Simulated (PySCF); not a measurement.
Compound: AsBH₅P.
Atom-mapped SMILES: `[PH2:1][BH:2][AsH2:3]` (hydrogens: H4, H5 on P1; H6 on B2; H7, H8 on As3)

Theory: PBE0-D3(BJ)/def2-SVP geometry optimisation, gas phase in PySCF 2.14.0.

Q: Give the optimised bond lengths and angles.

A: 
```
          bond  length (bohr)   order
         P1–B2          3.538  single
        B2–As3          3.790  single
  P1–H4, P1–H5          2.683  single
         B2–H6          2.283  single
As3–H7, As3–H8          2.870  single
```

Bonds in one row agree within 0.02 bohr and their mean is given. Orders are formal, as drawn. A selection of angles:
```
    angle  degrees
 B2–P1–H4    102.3
 B2–P1–H5    104.2
 H4–P1–H5     99.4
P1–B2–As3    123.8
 P1–B2–H6    117.1
As3–B2–H6    117.0
B2–As3–H7     96.4
B2–As3–H8     99.2
H7–As3–H8     95.8
```

As3 (arsenic bonded to B and 2 H) is pyramidal (angles 99.2°, 96.4° and 95.8°, sum 291.4°, 0.82 Å off the plane of its three neighbours). B2 (three-coordinate boron) is almost planar (angles 123.8°, 117.1° and 117.0°, sum 357.9°, 0.14 Å off the plane of its three neighbours). P1 (three-coordinate phosphorus) is pyramidal (angles 104.2°, 102.3° and 99.4°, sum 305.9°, 0.68 Å off the plane of its three neighbours).

Stationary, but not proved a minimum. One conformer, not necessarily the lowest (H–P1–B2–As3 -152° and -49°, P1–B2–As3–H 147° and 50°).

The run took 12 s on an AMD EPYC 9B14 with one thread, no GPU (shared host), and the process peaked at 0.38 GiB of memory. This is the geometry optimisation.
